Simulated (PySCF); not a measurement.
C3H3N, SMILES N#CC=C.

The structure is a stationary point at B3LYP-D3(BJ)/def2-SVP.

Method: PySCF 2.14.0 with TDA-PBE/def2-SVPD.

Vertical excitations.  State labels are in the subgroup Cs.

Problem. List the lowest excited states. (Estimate from the structure and the level; the computed values follow.)

Solution. 
```json
[
 {"state": "S1", "symmetry": "A\"", "energy (eV)": "5.71", "λ (nm)": "217", "f": "0.000", "main pairs": "HOMO−1→LUMO 99 %"},
 {"state": "S2", "symmetry": "A\"", "energy (eV)": "6.16", "λ (nm)": "201", "f": "0.006", "main pairs": "HOMO−2→LUMO 99 %"},
 {"state": "S3", "symmetry": "A'", "energy (eV)": "6.38", "λ (nm)": "194", "f": "0.270", "main pairs": "HOMO→LUMO 66 %, HOMO−3→LUMO 19 %, HOMO−1→LUMO+1 11 %"},
 {"state": "S4", "symmetry": "A\"", "energy (eV)": "6.71", "λ (nm)": "185", "f": "0.004", "main pairs": "HOMO→LUMO+1 99 %"},
 {"state": "S5", "symmetry": "A\"", "energy (eV)": "7.59", "λ (nm)": "163", "f": "0.000", "main pairs": "HOMO−4→LUMO 98 %"},
 {"state": "S6", "symmetry": "A\"", "energy (eV)": "7.76", "λ (nm)": "160", "f": "0.009", "main pairs": "HOMO→LUMO+2 100 %"},
 {"state": "S7", "symmetry": "A'", "energy (eV)": "7.80", "λ (nm)": "159", "f": "0.171", "main pairs": "HOMO−3→LUMO 58 %, HOMO→LUMO+5 21 %, HOMO→LUMO 13 %"},
 {"state": "S8", "symmetry": "A\"", "energy (eV)": "8.11", "λ (nm)": "153", "f": "0.002", "main pairs": "HOMO→LUMO+3 99 %"},
 {"state": "S9", "symmetry": "A'", "energy (eV)": "8.39", "λ (nm)": "148", "f": "0.022", "main pairs": "HOMO−2→LUMO+1 76 %, HOMO−2→LUMO+2 13 %"},
 {"state": "S10", "symmetry": "A'", "energy (eV)": "8.47", "λ (nm)": "146", "f": "0.246", "main pairs": "HOMO−1→LUMO+1 44 %, HOMO−1→LUMO+2 32 %"},
 {"state": "T1", "symmetry": "A'", "energy (eV)": "3.71", "λ (nm)": "334", "f": "0", "main pairs": "HOMO→LUMO 98 %"},
 {"state": "T2", "symmetry": "A\"", "energy (eV)": "5.40", "λ (nm)": "229", "f": "0", "main pairs": "HOMO−1→LUMO 96 %"},
 {"state": "T3", "symmetry": "A\"", "energy (eV)": "5.57", "λ (nm)": "222", "f": "0", "main pairs": "HOMO−2→LUMO 99 %"},
 {"state": "T4", "symmetry": "A'", "energy (eV)": "6.05", "λ (nm)": "205", "f": "0", "main pairs": "HOMO−3→LUMO 86 %"}
]
```
Triplets are in the Tamm–Dancoff approximation.
